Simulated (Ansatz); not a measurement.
Isolated molecules relaxed with PBE0-D4/def2-TZVP in Ansatz; ΔE leaves out vibrations. CCSD(T)/CBS adds triple-zeta CCSD(T) − MP2 to the extrapolated MP2 energy (def2 sets, frozen cores). This one scheme is used for every species. DFT in def2-TZVPP. B3LYP here is the variant with VWN-RPA as its local correlation; programs differ in this. def2 core potentials past Kr. For Br, In outer-core shells are correlated without core-valence functions, which leaves a few kJ/mol of doubt a bond. Scalar relativity is left out up to krypton. One conformer a species, not always the lowest.

`[OH][InH][Br]` + H₂ → `[OH][InH2]` + HBr  (hydrogenolysis of the In–Br bond)

`[OH][InH][Br]`:

```xyz
5

O    -0.989    0.094   -1.092
In    0.348   -0.028    0.354
Br   -0.792   -0.454    2.485
H    -0.600    0.261   -1.954
H     2.035    0.127    0.208
```

H₂:

Cartesian coordinates in Å:
```
H -0.126 0.145 -0.320
H 0.126 -0.145 0.320
```

`[OH][InH2]`:

```xyz
5

O     0.728   -1.183   -0.152
In   -0.338    0.498   -0.176
H     1.009   -1.444    0.727
H    -0.587    1.214    1.362
H    -0.812    0.914   -1.760
```

HBr:

Z-matrix (Å, degrees):
```
Br
H 1 1.420
```

```
     level  ΔE (kcal/mol)
r2SCAN0-D4           28.6
     B3LYP           26.4
```

What does CCSD(T)/CBS give? (An estimate is asked.)

The calculation gave: +29.1 kcal/mol. The listed levels differ from it by -0.5, -2.7 kcal/mol.

What do rigid-rotor, harmonic-oscillator terms from PBE0-D4/def2-TZVP frequencies (298.15 K, 1 bar) make of the CCSD(T)/CBS value? (Best estimate.)

Ansatz gave: ΔZPE = +0.7 kcal/mol, ΔH = +29.0 kcal/mol, ΔS = 18 J/(mol·K), ΔG = +27.7 kcal/mol.

Largest T1 diagnostic among the species: 0.017.

At CCSD(T), def2-SVP lies −3.1 kcal/mol from the extrapolated value and def2-TZVPP −2.2 kcal/mol. The D4 term adds +1.2 kcal/mol with B3LYP and +0.6 kcal/mol with PBE0; it sums over pairs of atoms, weighted by their polarisabilities, and B3LYP, whose exchange is more repulsive, gets the larger term. From BLYP to BHLYP (50 % exact exchange), in def2-TZVPP and without D4, ΔE moves by +1.2 kcal/mol.
